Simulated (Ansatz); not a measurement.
C$_{3}$H$_{11}$BSi, SMILES `CCBC[SiH3]`, relaxed with RKS PBE-D4/def2-SVP in the Gaussian-basis code of Ansatz from a rough embedded geometry. The force threshold is 0.03 eV/Å; the program also tests the step.

Charge 0, multiplicity 1.

Start:

```xyz
16

C     1.537   -0.618    1.347
C     1.392   -0.330   -0.096
B     0.449    0.947   -0.294
C    -0.793    0.899   -1.184
Si   -2.139   -0.155   -0.277
H     2.170   -1.577    1.513
H     2.000    0.182    1.932
H     0.560   -0.893    1.815
H     0.971   -1.228   -0.673
H     2.405   -0.133   -0.534
H     0.815    1.985    0.103
H    -1.254    1.894   -1.322
H    -0.675    0.406   -2.131
H    -2.439    0.382    1.028
H    -1.640   -1.529   -0.135
H    -3.357   -0.232   -1.092
```

```
         step  energy (eV)  largest force (eV/Å)  largest move (Å)
            1  -11828.5845                 2.862             0.000
            2  -11828.8445                 1.301             0.195
            3  -11828.9554                 0.431             0.117
            4  -11828.9782                 0.295             0.200
            5  -11828.9878                 0.103             0.048
            6  -11828.9938                 0.133             0.090
            7  -11828.9971                 0.144             0.078
            8  -11829.0003                 0.117             0.082
            9  -11829.0029                 0.110             0.107
           10  -11829.0044                 0.159             0.115
           11  -11829.0056                 0.180             0.047
           12  -11829.0078                 0.104             0.020
13 (rejected)  -11829.0070                 0.112             0.033
           14  -11829.0088                 0.032             0.016
           15  -11829.0092                 0.011             0.022
           16  -11829.0095                 0.027             0.041
           17  -11829.0096                 0.022             0.031
```

End:

```xyz
16

C     1.906   -0.718    1.372
C     1.355   -0.377   -0.019
B     0.297    0.778   -0.122
C    -0.806    0.816   -1.218
Si   -2.358    0.029   -0.432
H     2.742   -1.446    1.330
H     2.275    0.189    1.894
H     1.119   -1.162    2.017
H     1.030   -1.291   -0.565
H     2.184    0.035   -0.655
H     0.335    1.686    0.700
H    -1.124    1.836   -1.519
H    -0.588    0.198   -2.116
H    -2.824    0.824    0.756
H    -2.070   -1.378    0.020
H    -3.472   -0.018   -1.444
```

It took 28 s on 4 threads of an Arm Neoverse V1 on a shared host, with 0.17 GiB of host memory at the peak.
